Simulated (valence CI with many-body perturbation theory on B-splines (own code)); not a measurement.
**Pm⁵⁶⁺: electric-dipole lines**

Computed by configuration interaction combined with many-body perturbation theory (CI+MBPT): three valence electrons over a frozen Dirac-Fock core [He], a basis of 11 s, 11 p, 10 d, 8 f, 5 g, 2 h functions for each j, with the one-electron correlation potential Σ1, the two-electron term Σ2, the three-electron term Σ3, Breit, model QED; selected CI, second order for the rest, scaled by the run's own slope (own B-spline code, finite nucleus).

The last digits are not significant, and no measured levels were compared; by estimate large intervals hold to a few tenths of a per cent, small ones and those within an open d or f shell to about a per cent.

Lines 101 to 150 of 565 in falling wavelength, among levels below 79635 × 10³ cm⁻¹, chosen from the strongest by gf and those to the six lowest levels. Wavelengths and rates use the calculated energies. Electric multipoles are in the length gauge, E1 and E2 with the static RPA response of the core. Weak lines are less certain than strong ones. Lines between different terms over intervals too small for the method are left out, as are lines whose strength nearly cancels.

Levels are named by their leading jj configuration (3d3/2^4 stands for four electrons in 3d with j = 3/2), which in mixed levels can hold well under half, so a name can repeat and another be missing. Letters in brackets count levels of one name in rising energy.

| λ vac (nm) | Upper | Lower | A (s⁻¹) | S (a.u.) with core polarisation | S without |
| --- | --- | --- | --- | --- | --- |
| 5.303 | (2s 2p3/2 3p3/2) J=3/2 [a] | (2s 2p3/2 3s) J=3/2 [a] | 1.47e+11 | 4.32e-02 | 4.32e-02 |
| 5.294 | (2p1/2 2p3/2 3p3/2) J=5/2 [b] | (2s 2p3/2 3p3/2) J=3/2 [a] | 4.79e+10 | 2.10e-02 | 2.10e-02 |
| 5.282 | (2p1/2^2 3d3/2) J=3/2 | (2p1/2^2 3p1/2) J=1/2 | 8.92e+10 | 2.60e-02 | 2.60e-02 |
| 5.256 | (2s 2p3/2 3p3/2) J=5/2 [b] | (2s 2p3/2 3s) J=3/2 [b] | 2.05e+11 | 8.79e-02 | 8.80e-02 |
| 5.235 | (2p1/2 2p3/2 3p3/2) J=5/2 [a] | (2p1/2 2p3/2 3s) J=3/2 [a] | 1.69e+11 | 7.18e-02 | 7.19e-02 |
| 5.225 | (2s 2p3/2 3d3/2) J=3/2 [b] | (2s 2p3/2 3p1/2) J=1/2 | 5.34e+10 | 1.50e-02 | 1.51e-02 |
| 5.212 | (2p1/2 2p3/2 3d3/2) J=1/2 [a] | (2p1/2 2p3/2 3p1/2) J=1/2 | 9.62e+10 | 1.34e-02 | 1.34e-02 |
| 5.204 | (2p3/2^2 3p3/2) J=3/2 [b] | (2p3/2^2 3s) J=1/2 | 1.99e+11 | 5.52e-02 | 5.52e-02 |
| 5.203 | (2s 2p3/2 3p3/2) J=7/2 | (2s 2p3/2 3s) J=5/2 | 2.10e+11 | 1.17e-01 | 1.17e-01 |
| 5.159 | (2p1/2 2p3/2 3p3/2) J=7/2 | (2p1/2 2p3/2 3s) J=5/2 | 1.38e+11 | 7.46e-02 | 7.46e-02 |
| 5.082 | (2s 2p1/2 3p3/2) J=1/2 | (2s 2p1/2 3s) J=1/2 [b] | 1.92e+11 | 2.49e-02 | 2.49e-02 |
| 5.056 | (2p1/2 2p3/2 3p3/2) J=3/2 [b] | (2p1/2 2p3/2 3s) J=3/2 [b] | 1.05e+11 | 2.68e-02 | 2.68e-02 |
| 5.036 | (2p1/2 2p3/2 3d3/2) J=5/2 [b] | (2p1/2 2p3/2 3p1/2) J=5/2 | 4.00e+10 | 1.51e-02 | 1.51e-02 |
| 5.036 | (2s 2p3/2 3p3/2) J=5/2 [a] | (2s 2p3/2 3s) J=3/2 [a] | 1.04e+11 | 3.93e-02 | 3.93e-02 |
| 5.036 | (2s 2p1/2 3d3/2) J=3/2 [b] | (2s 2p1/2 3p1/2) J=3/2 | 6.87e+10 | 1.73e-02 | 1.73e-02 |
| 5.010 | (2s 2p1/2 3p3/2) J=3/2 [a] | (2s 2p1/2 3s) J=1/2 [a] | 2.20e+11 | 5.46e-02 | 5.46e-02 |
| 4.962 | (2s^2 3p3/2) J=3/2 | (2s^2 3s) J=1/2 | 2.46e+11 | 5.92e-02 | 5.93e-02 |
| 4.961 | (2s 2p3/2 3p3/2) J=3/2 [b] | (2s 2p3/2 3s) J=3/2 [b] | 1.06e+11 | 2.56e-02 | 2.56e-02 |
| 4.938 | (2s 2p3/2 3p3/2) J=1/2 [a] | (2s 2p3/2 3s) J=3/2 [a] | 2.30e+11 | 2.73e-02 | 2.73e-02 |
| 4.915 | (2s 2p1/2 3p3/2) J=5/2 | (2s 2p1/2 3s) J=3/2 | 2.18e+11 | 7.66e-02 | 7.66e-02 |
| 4.872 | (2s 2p3/2 3p3/2) J=3/2 [b] | (2s 2p3/2 3s) J=1/2 | 1.55e+11 | 3.53e-02 | 3.54e-02 |
| 4.861 | (2s 2p1/2 3p3/2) J=3/2 [b] | (2s 2p1/2 3s) J=3/2 | 1.24e+11 | 2.82e-02 | 2.82e-02 |
| 4.856 | (2p1/2 2p3/2 3p3/2) J=5/2 [b] | (2p1/2 2p3/2 3s) J=3/2 [b] | 6.09e+10 | 2.07e-02 | 2.07e-02 |
| 4.820 | (2s 2p3/2 3p3/2) J=1/2 [b] | (2s 2p3/2 3s) J=1/2 | 2.13e+11 | 2.35e-02 | 2.35e-02 |
| 4.818 | (2p1/2^2 3p3/2) J=3/2 | (2p1/2^2 3s) J=1/2 | 1.39e+11 | 3.07e-02 | 3.07e-02 |
| 4.772 | (2p1/2 2p3/2 3p3/2) J=3/2 [b] | (2p1/2 2p3/2 3s) J=1/2 | 6.73e+10 | 1.44e-02 | 1.44e-02 |
| 4.727 | (2p1/2 2p3/2 3p3/2) J=5/2 [b] | (2p1/2 2p3/2 3s) J=5/2 | 9.07e+10 | 2.84e-02 | 2.84e-02 |
| 4.721 | (2p3/2^2 3p3/2) J=3/2 [a] | (2p3/2^2 3s) J=3/2 | 2.27e+11 | 4.71e-02 | 4.71e-02 |
| 4.661 | (2p1/2^2 2p3/2) J=3/2 | (2s 2p1/2 2p3/2) J=5/2 | 5.39e+10 | 1.08e-02 | 1.08e-02 |
| 4.636 | (2s 2p3/2 3p3/2) J=5/2 [a] | (2s 2p3/2 3s) J=5/2 | 1.69e+11 | 4.98e-02 | 4.98e-02 |
| 4.559 | (2p3/2^2 3p3/2) J=3/2 [a] | (2p3/2^2 3s) J=5/2 | 6.37e+10 | 1.19e-02 | 1.19e-02 |
| 4.556 | (2p1/2 2p3/2 3p3/2) J=1/2 [b] | (2p1/2 2p3/2 3s) J=3/2 [b] | 1.92e+11 | 1.79e-02 | 1.79e-02 |
| 4.112 | (2p1/2^2 2p3/2) J=3/2 | (2s 2p1/2 2p3/2) J=3/2 [a] | 1.64e+10 | 2.26e-03 | 2.26e-03 |
| 1.666 | (2p3/2^2 3d5/2) J=7/2 | (2s 2p3/2 3d5/2) J=5/2 [b] | 4.66e+11 | 8.50e-03 | 8.52e-03 |
| 1.665 | (2p3/2^2 3p3/2) J=5/2 | (2s 2p3/2 3p3/2) J=3/2 [b] | 6.68e+11 | 9.13e-03 | 9.14e-03 |
| 1.642 | (2p3/2^2 3d3/2) J=3/2 [a] | (2s 2p3/2 3d3/2) J=3/2 [b] | 4.75e+11 | 4.16e-03 | 4.16e-03 |
| 1.640 | (2p3/2^2 3d5/2) J=1/2 | (2s 2p3/2 3d5/2) J=3/2 [b] | 9.56e+11 | 4.16e-03 | 4.17e-03 |
| 1.639 | (2p3/2^2 3d3/2) J=5/2 | (2s 2p3/2 3d3/2) J=3/2 [b] | 4.42e+11 | 5.76e-03 | 5.77e-03 |
| 1.635 | (2p3/2^2 3d5/2) J=7/2 | (2s 2p3/2 3d5/2) J=7/2 [b] | 3.51e+11 | 6.05e-03 | 6.06e-03 |
| 1.634 | (2p3/2^2 3p3/2) J=7/2 | (2s 2p3/2 3p3/2) J=5/2 [b] | 1.12e+12 | 1.94e-02 | 1.94e-02 |
| 1.633 | (2p3/2^2 3d5/2) J=9/2 | (2s 2p3/2 3d5/2) J=7/2 [b] | 1.01e+12 | 2.18e-02 | 2.18e-02 |
| 1.622 | (2p3/2^2 3s) J=5/2 | (2s 2p3/2 3s) J=3/2 [b] | 1.09e+12 | 1.38e-02 | 1.38e-02 |
| 1.622 | (2p3/2^2 3d3/2) J=5/2 | (2s 2p3/2 3d3/2) J=5/2 [b] | 3.92e+11 | 4.96e-03 | 4.96e-03 |
| 1.618 | (2p3/2^2 3d3/2) J=7/2 | (2s 2p3/2 3d3/2) J=5/2 [b] | 9.83e+11 | 1.65e-02 | 1.65e-02 |
| 1.615 | (2p3/2^2 3p1/2) J=3/2 | (2s 2p3/2 3p1/2) J=1/2 | 1.00e+12 | 8.32e-03 | 8.33e-03 |
| 1.613 | (2p3/2^2 3p1/2) J=5/2 | (2s 2p3/2 3p1/2) J=3/2 [b] | 1.14e+12 | 1.42e-02 | 1.42e-02 |
| 1.612 | (2s 2p3/2^2) J=5/2 | (2s^2 2p3/2) J=3/2 | 4.21e+11 | 5.22e-03 | 5.23e-03 |
| 1.596 | (2p3/2^2 3d5/2) J=5/2 [a] | (2s 2p3/2 3d5/2) J=3/2 [b] | 5.78e+11 | 6.96e-03 | 6.97e-03 |
| 1.593 | (2p3/2^2 3s) J=3/2 | (2s 2p3/2 3s) J=1/2 | 9.46e+11 | 7.55e-03 | 7.56e-03 |
| 1.590 | (2p3/2^2 3d5/2) J=5/2 [a] | (2s 2p3/2 3d5/2) J=5/2 [b] | 5.54e+11 | 6.60e-03 | 6.61e-03 |
